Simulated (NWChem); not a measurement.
Species: selenophene (C4H4Se); SMILES c1cc[se]c1

Computed with NWChem. Pople sets run with spherical d functions. Coordinates come from a PBE0/def2-SVP optimisation. Ions are spin-unrestricted doublets at the neutral geometry; other ion states weren't tried.

Estimate the computed values for B3LYP/6-31G*. Quantities: vertical ionisation energy, ΔSCF (eV); −ε(HOMO) (eV).


| Quantity | Result |
|---|---|
| vertical ionisation energy, ΔSCF (eV) | 8.59 |
| −ε(HOMO) (eV) | 6.30 |
